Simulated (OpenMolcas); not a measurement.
## O V: from CASSCF to CASPT2

```json
{"Program": "OpenMolcas", "Basis": "ANO-RCC-VQZP [5s4p3d2f1g]", "Scalar Hamiltonian": "DKH2, point nucleus", "Active space": "2 electrons in 8 orbitals (2s 2p 3s 3p)", "State averaging": "2S+1 = 3 even, 3 roots; 2S+1 = 1 even, 7 roots; 2S+1 = 3 odd, 3 roots; 2S+1 = 1 odd, 3 roots", "Spin-orbit coupling": "RASSI with atomic mean-field integrals over the reference wave functions, term energies averaged over their components"}
```

Methods on the same reference wave functions:
A. CASSCF
B. SS-CASPT2, IPEA 0.25 Eh, imaginary shift 0.1 Eh (closed shells correlated: 1s)
C. MS-CASPT2, IPEA 0.25 Eh, imaginary shift 0.1 Eh (closed shells correlated: 1s)

Energies in cm⁻¹ above 2s² ¹S₀, the measured ground level; measured values from Moore, Selected Tables of Atomic Spectra, NSRDS-NBS 3, section 9.

| Level | A | B | C | Measured |
| --- | --- | --- | --- | --- |
| 2s² ¹S₀ | 0.0 | 0.0 | 0.0 | 0.0 |
| 2s 2p ³P°₀ | 82755 | 81917 | 81933 | 81942 |
| 2s 2p ³P°₁ | 82904 | 82066 | 82081 | 82079 |
| 2s 2p ³P°₂ | 83202 | 82364 | 82380 | 82385 |
| 2s 2p ¹P°₁ | 169913 | 160415 | 160430 | 158798 |
| 2p² ³P₀ | 215581 | 213749 | 213764 | 213462 |
| 2p² ³P₁ | 215730 | 213898 | 213913 | 213618 |
| 2p² ³P₂ | 216022 | 214189 | 214204 | 213887 |
| 2p² ¹D₂ | 241708 | 232864 | 232880 | 231721 |
| 2p² ¹S₀ | 297832 | 289252 | 289283 | 287910 |

Deviations, from unrounded energies. A percentage is the sum of absolute deviations over the sum of measured energies, with the sign that they share, or ± where signs differ.

```tsv
Against measurement	Levels	A	B	C
mean absolute deviation (cm-1)	9	4400	560	570
other configurations (%)	9	+2.5	±0.3	±0.3
```

B, C lie about equally close to measurement and A furthest from it. The largest miss of B in the table is 2s 2p ¹P°₁, by +1600 cm-1. The ranking rests on the paired levels alone, and a cruder setting can come out closer through cancelling errors.

Between B and C the level of the table that moves most is 2p² ¹S₀, by 31 cm-1 (lowest in B, highest in C).

The lowest spin-free term lies below A's lowest term by 0.011 hartree in B, 0.011 hartree in C.

Active for correlation alone: 3p 3s; no level in the range computed is led by a configuration that fills them, so any true level of that kind is missing. Measured partners are found by configuration, term and J. A level has none where our copy of the source lacks it or the pairing is in doubt (some pairs that miss far off the trend of their configuration count as doubtful), and it then counts in no deviation. Levels of configurations outside the active space are missing.

° marks odd parity.
